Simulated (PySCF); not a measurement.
Molecule: `OCc1ccoc1`, C5H6O2.

Geometry:
```csv
atom,x (Å),y (Å),z (Å)
O1,-2.311,0.202,0.555
C2,-1.602,0.454,-0.632
C3,-0.126,0.242,-0.502
C4,0.833,1.152,0.060
C5,2.033,0.509,0.025
O6,1.890,-0.718,-0.512
C7,0.590,-0.876,-0.824
H8,-1.875,0.683,1.266
H9,-1.785,1.482,-1.003
H10,-2.010,-0.231,-1.389
H11,0.650,2.161,0.428
H12,3.039,0.789,0.325
H13,0.310,-1.828,-1.269
```

Geometry PBE0-D3(BJ)/def2-SVP throughout; GIAO in PySCF, gas phase, one conformer, non-relativistic; equivalent atoms averaged; functional PBE0.

Q: How do the absolute shieldings σ depend on the basis set? (a selection of nuclei; ppm; last column core-seconds on shared hosts with different chips, so compare them loosely)

A: 
```
    basis set  functions     O6     O1     C5     C7     C3    H13    H12    H11     H8  core-s
       STO-3G         41  158.0  336.3  115.5  115.7  131.2  25.97  26.00  27.13  34.90       3
     pcSseg-0         75   15.6  292.5   36.3   37.1   60.1  25.39  25.49  26.53  33.70     5.8
        6-31G         75   45.8  278.2   60.8   61.7   76.2  25.11  25.21  26.29  33.24     5.5
       6-31G*        110   62.1  285.4   60.1   61.1   74.2  24.76  24.83  25.88  32.58     8.5
      cc-pVDZ        128   53.8  291.0   57.7   59.0   69.5  23.95  24.06  25.00  32.31      10
     def2-SVP        128   53.8  293.7   55.7   56.8   68.7  24.24  24.35  25.08  32.08     9.8
     pcSseg-1        149   27.8  278.0   37.1   38.6   52.7  23.77  23.88  24.79  31.54      14
  aug-cc-pVDZ        215   56.1  281.9   55.6   57.2   67.8  23.76  23.80  24.86  31.62      23
6-311+G(2d,p)        225   33.6  272.3   41.3   42.9   55.1  23.95  24.03  25.02  31.94      24
    def2-TZVP        253   30.6  275.8   40.3   41.8   53.6  23.94  24.02  24.95  31.94      29
      cc-pVTZ        294   33.8  278.0   41.9   43.5   55.7  23.80  23.87  24.77  31.61      37
     IGLO-III        305   26.2  271.2   33.8   35.3   47.8  23.81  23.88  24.86  31.58      38
```

Q: Which nucleus among those listed moves most, in ppm?

A: O6 (aromatic ring oxygen): from 15.6 ppm with pcSseg-0 to 158.0 ppm with STO-3G. The smallest spread is 2.20 ppm, at H12. Proton shifts span only some 12 ppm, so a few tenths of a ppm matter as much there as several ppm in carbon.

Q: Taking the largest basis, IGLO-III (305 functions), as the yardstick, rank the others by their worst heavy-atom deviation.

A: def2-TZVP 6.6 ppm (253 functions), pcSseg-1 6.8 ppm (149 functions), 6-311+G(2d,p) 7.5 ppm (225 functions), cc-pVTZ 8.2 ppm (294 functions), pcSseg-0 21.3 ppm (75 functions), cc-pVDZ 27.5 ppm (128 functions), def2-SVP 27.6 ppm (128 functions), 6-31G 28.4 ppm (75 functions), aug-cc-pVDZ 29.9 ppm (215 functions), 6-31G* 35.9 ppm (110 functions), STO-3G 131.7 ppm (41 functions).

A small basis that lands close on one nucleus may do so by chance; judge by the trend and by all nuclei.
